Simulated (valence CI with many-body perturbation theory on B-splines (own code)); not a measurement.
Br³⁰⁺: what the settings do

Computed by configuration interaction combined with many-body perturbation theory (CI+MBPT): three valence electrons over a frozen Dirac-Fock core [He], a basis of 6 s, 6 p, 5 d, 3 f, 1 g functions for each j, with the one-electron correlation potential Σ1, the two-electron term Σ2, the three-electron term Σ3, Breit, model QED; selected CI, second order for the rest, scaled by the run's own slope (own B-spline code, finite nucleus).

The last digits are not significant, and no measured levels were compared; by estimate large intervals hold to a few tenths of a per cent, small ones and those within an open d or f shell to about a per cent.

The reference run has the lowest level (2s^2 2p1/2) J=1/2 and an ionisation energy of 3524.14 eV. Its largest variational space holds 4321 state functions.

Levels are named by their leading jj configuration (3d3/2^4 stands for four electrons in 3d with j = 3/2), which in mixed levels can hold well under half, so a name can repeat and another be missing. Letters in brackets count levels of one name in rising energy.

| Level | Reference (cm⁻¹) | Shift (cm⁻¹) |
| --- | --- | --- |
| (2s^2 2p3/2) J=3/2 | 435515 | +27 |
| (2s 2p1/2^2) J=1/2 | 665809 | -440 |
| (2s 2p1/2 2p3/2) J=3/2 [a] | 937375 | -412 |
| (2s 2p1/2 2p3/2) J=5/2 | 1069410 | -407 |
| (2s 2p1/2 2p3/2) J=3/2 [b] | 1339830 | -411 |
| (2s 2p1/2 2p3/2) J=1/2 | 1419550 | -416 |
| (2s 2p3/2^2) J=5/2 | 1540040 | -384 |
| (2s 2p3/2^2) J=1/2 | 1884860 | -378 |
| (2s 2p3/2^2) J=3/2 | 1895930 | -380 |
| (2p1/2^2 2p3/2) J=3/2 | 2136280 | -858 |
| (2p1/2 2p3/2^2) J=3/2 | 2468460 | -839 |
| (2p1/2 2p3/2^2) J=5/2 | 2561070 | -838 |

The ionisation energy moves by +0.06 eV.

(1) Which of these changes was made?
A. highest l in the core sums 6 → 2
B. correlating orbitals by l 3 3 3 2 1 → 2 6 1 1 3
C. highest l with Σ1, explicit Σ2 and valence Breit (higher l get mean screening factors) 3 → 1; logarithmic knot step 0.27 → 0.4
D. shift of the energy in Σ1 (hartree) 0 → 6.05

Answers

(1) A. highest l in the core sums 6 → 2.
